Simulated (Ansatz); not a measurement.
Input file for Ansatz (a first-principles code): R-PBE0/def2-TZVPP on CH5AlS (SMILES C[S][AlH2]), a point of a torsion scan.

Ansatz 0.2 input:
```yaml
crystal:
  periodic: [false, false, false]
  atoms:
    - {symbol: C, position_ang: [1.30420161, 0.15700562, 0.09347512]}
    - {symbol: S, position_ang: [0.21569214, -1.11817327, 0.87246197]}
    - {symbol: Al, position_ang: [-1.66344417, -0.48055276, -0.04919391]}
    - {symbol: H, position_ang: [1.71153259, -0.23793282, -0.83177613]}
    - {symbol: H, position_ang: [2.10679599, 0.35020525, 0.79758621]}
    - {symbol: H, position_ang: [0.74870271, 1.07527717, -0.09359865]}
    - {symbol: H, position_ang: [-2.15177223, 0.95443666, 0.22620051]}
    - {symbol: H, position_ang: [-2.50145857, -1.38762848, -0.96488713]}
basis:
  gaussian:
    orbitals: def2-TZVPP
hamiltonian:
  xc: {name: PBE0}
scf: {lower_state_search: off}
```

Output:

```
WARN ansatz: RAYON_NUM_THREADS=1 ignored (pool sized by the plan → 1); use --threads N
Functional definition: PBE0
these checks for a lower state are left out or cut short: stability, starts, cluster_reference, orbital_swaps, neighbouring_geometries, increment
integrals: 0.10 GiB planned
1090 factors; their error is unknown
mean field: 0.83 GiB planned
mean field evaluation 1: about -18539.9713 eV, gradient 4.0e1 eV
mean field evaluation 2: about -18538.0502 eV, gradient 4.7e1 eV
mean field evaluation 4: about -18543.8132 eV, gradient 1.3e0 eV
mean field evaluation 8: about -18543.8149 eV, gradient 2.0e-2 eV
mean field evaluation 16: about -18543.8279 eV, gradient 7.6e-6 eV
mean field -18543.82793278 eV, -681.4731070717 hartree, gradient 7.6e-6 eV, S^2 0.000000; 0 other end points of the search recorded, 0 dependent functions left out
reference -18543.82796512 eV, -681.4731082602 hartree; 20, 20 occupied and 165, 165 virtual orbitals, 1090 factors
Total energy: -18543.82796512 eV, -681.4731082602 hartree
Checks for a lower state left out: stability, starts, cluster_reference, orbital_swaps, neighbouring_geometries, increment
```

The calculation finished and met its thresholds.

Cost: roughly 2.0 core-seconds.
